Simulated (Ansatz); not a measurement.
Basis-set extrapolation for CH5ClOSi, SMILES `OC[SiH2]Cl` (PBE0-D4/def2-TZVP geometry, frozen core, the Gaussian-basis code of Ansatz). Multiplicity 1, RHF reference.

|  | def2-TZVPP | def2-QZVPP |
| --- | --- | --- |
| HF | -864.187472 | -864.214949 |
| MP2 correlation | -0.728244 | -0.788790 |
| CCSD(T) correlation | -0.802965 | not run |

Energies in hartree. Use E(X) = E(∞) + A·exp(−7.88·√X) for Hartree–Fock and E(X) = E(∞) + B·X^(−2.97) for correlation, with X = 3 and 4, and add CCSD(T) minus MP2 of the smaller set to the MP2 limit.

Task: What is the CCSD(T) energy at the basis-set limit?

Result: HF limit: -864.214949 + (-0.027477) × 0.13774 = -864.21873. MP2 limit: -0.788790 + (-0.060546) × 0.74074 = -0.83364. Higher-order term: -0.802965 − (-0.728244) = -0.07472. Total: -865.12709 hartree, 3.72 eV below CCSD(T)/def2-TZVPP.
